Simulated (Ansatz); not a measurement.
Cost and result up the ladder for the cluster B6N (7 atoms). Total charge 0; doublet. Geometry: B3LYP-D4/def2-SVP.

```xyz
7

N    -0.234    0.822    0.355
B     0.781    0.233   -1.055
B     1.199    0.135    0.466
B    -0.701   -0.597    0.909
B     0.570   -0.362    1.848
B    -0.540    0.252   -1.900
B    -1.076   -0.482   -0.622
```

Ansatz on 4 threads of Arm Neoverse V1 on a shared host. Times are rough, and most runs start from the orbitals of an earlier one. No level here is sound enough to serve as a yardstick. Binding counts from free atoms at the same level (N quartet, B doublet; other spins of the atoms weren't run), without zero-point energy or a counterpoise term.

Another isomer (doublet) lies 3.08 eV lower at PBE0-D4/def2-TZVP; other spin states weren't run for this one.

```csv
level,functions,binding energy per atom (eV),remarks
ωB97X-V/def2-TZVP,217,3.90,spin-contaminated (⟨S²⟩ 0.95)
PBE0-D4/def2-TZVP,217,4.14,spin-contaminated (⟨S²⟩ 0.95)
PBE-D4/def2-TZVP (with forces),217,4.34,spin-contaminated (⟨S²⟩ 0.84)
r2SCAN-D4/def2-TZVP,217,4.15,spin-contaminated (⟨S²⟩ 1.00)
ωB97M-V/def2-TZVP,217,3.95,spin-contaminated (⟨S²⟩ 0.86)
```

(1) Estimate how long each takes.

Answers

(1) PBE-D4/def2-TZVP (with forces) 4.3 s; PBE0-D4/def2-TZVP 5.5 s; r2SCAN-D4/def2-TZVP 7.5 s; ωB97X-V/def2-TZVP 28 s; ωB97M-V/def2-TZVP 37 s. On shared hardware such times vary by a factor of up to 3.
